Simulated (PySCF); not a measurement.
C2HO (SMILES [CH-]=C=O), charge -1, singlet, geometry from GFN2-xTB; MP2/def2-SVPD in PySCF.

Here is a job for PySCF.
```python
from pyscf import gto, scf, mp

mol = gto.M(
    atom='''
C     0.01788210   -0.12688834   -1.22755692
C     0.01203885   -0.07902655   -0.00461356
H     0.10093196   -0.67882411   -2.12908504
O    -0.03505720    0.23928919    1.19026348
''',
    basis='def2-svpd',
    charge=-1,
    verbose=4,
)

mf = scf.RHF(mol)
mf.kernel()

pt = mp.MP2(mf, frozen=3)
pt.kernel()
print('E(MP2) = %.10f' % pt.e_tot)
```

Write the output that PySCF gives for this input, abridged.


```
PySCF version 2.14.0

[INPUT] verbose = 4
[INPUT] num. atoms = 4
[INPUT] num. electrons = 22
[INPUT] charge = -1
[INPUT] spin (= nelec alpha-beta = 2S) = 0
[INPUT] symmetry False subgroup None
[INPUT] Mole.unit = angstrom
[INPUT] Symbol           X                Y                Z      unit          X                Y                Z       unit  Magmom
[INPUT]  1 C      0.017882100000  -0.126888340000  -1.227556920000 AA    0.033792271532  -0.239784211001  -2.319746381115 Bohr   0.0
[INPUT]  2 C      0.012038850000  -0.079026550000  -0.004613560000 AA    0.022750129355  -0.149338536069  -0.008718364859 Bohr   0.0
[INPUT]  3 H      0.100931960000  -0.678824110000  -2.129085040000 AA    0.190733761616  -1.282791654652  -4.023387621509 Bohr   0.0
[INPUT]  4 O     -0.035057200000   0.239289190000   1.190263480000 AA   -0.066248506694   0.452191033669   2.249271993272 Bohr   0.0

nuclear repulsion = 52.1364219353455
number of shells = 29
number of NR pGTOs = 103
number of NR cGTOs = 71
basis = def2-svpd
ecp = {}

******** <class 'pyscf.scf.hf.RHF'> ********
method = RHF
initial guess = minao
damping factor = 0
level_shift factor = 0
DIIS = <class 'pyscf.scf.diis.CDIIS'>
diis_start_cycle = 1
diis_space = 8
diis_damp = 0
SCF conv_tol = 1e-09
SCF conv_tol_grad = None
SCF max_cycles = 50
direct_scf = True
direct_scf_tol = 1e-13
Set gradient conv threshold to 3.16228e-05
Initial guess from minao.
init E= -151.369827634361
  HOMO = -0.239842412279449  LUMO = 0.076024476595939  gap/eV = 8.59518
cycle= 1 E= -150.928583422839  delta_E= 0.441  |g|= 0.57  |ddm|= 2.64
  HOMO = -0.0490521599815859  LUMO = 0.258636519100339  gap/eV = 8.37264
cycle= 2 E= -150.973512484884  delta_E= -0.0449  |g|= 0.405  |ddm|= 1.74
  HOMO = -0.093805093376091  LUMO = 0.264657146764186  gap/eV = 9.75425
cycle= 3 E= -151.003850924184  delta_E= -0.0303  |g|= 0.0627  |ddm|= 0.414
  HOMO = -0.104847346611812  LUMO = 0.26401416476268  gap/eV = 10.03723
cycle= 4 E= -151.004911913711  delta_E= -0.00106  |g|= 0.0221  |ddm|= 0.236
  HOMO = -0.102906836060888  LUMO = 0.264398250435121  gap/eV = 9.99488
cycle= 5 E= -151.005060928871  delta_E= -0.000149  |g|= 0.00549  |ddm|= 0.124
  HOMO = -0.10245864248357  LUMO = 0.264307906887658  gap/eV = 9.98023
cycle= 6 E= -151.005074387124  delta_E= -1.35e-05  |g|= 0.00186  |ddm|= 0.0334
  HOMO = -0.102824957315933  LUMO = 0.264264467400883  gap/eV = 9.98901
cycle= 7 E= -151.005077632672  delta_E= -3.25e-06  |g|= 0.000845  |ddm|= 0.0166
  HOMO = -0.102724024180536  LUMO = 0.26427386667197  gap/eV = 9.98652
cycle= 8 E= -151.005078799381  delta_E= -1.17e-06  |g|= 0.000329  |ddm|= 0.0131
  HOMO = -0.102765222033222  LUMO = 0.264271068636747  gap/eV = 9.98757
cycle= 9 E= -151.005078994827  delta_E= -1.95e-07  |g|= 0.000113  |ddm|= 0.00512
  HOMO = -0.102764810771246  LUMO = 0.264271329369822  gap/eV = 9.98756
cycle= 10 E= -151.005079018066  delta_E= -2.32e-08  |g|= 3.72e-05  |ddm|= 0.00129
  HOMO = -0.10276302416943  LUMO = 0.26427151616582  gap/eV = 9.98752
cycle= 11 E= -151.005079020353  delta_E= -2.29e-09  |g|= 5.95e-06  |ddm|= 0.000566
  HOMO = -0.102763746780756  LUMO = 0.264271578113758  gap/eV = 9.98754
cycle= 12 E= -151.005079020389  delta_E= -3.59e-11  |g|= 2.2e-06  |ddm|= 0.000135
  HOMO = -0.102763725099884  LUMO = 0.264271524236592  gap/eV = 9.98754
Extra cycle  E= -151.005079020392  delta_E= -2.76e-12  |g|= 1.33e-06  |ddm|= 4.34e-05
converged SCF energy = -151.005079020392

******** <class 'pyscf.mp.mp2.RMP2'> ********
nocc = 8, nmo = 68
frozen orbitals 3
E(RMP2) = -151.473703172785  E_corr = -0.468624152393085
E(SCS-RMP2) = -151.456944130793  E_corr = -0.451865110401469
E_corr(same-spin) = -0.127481391311807
E_corr(oppo-spin) = -0.341142761081278
E(MP2) = -151.4737031728
```
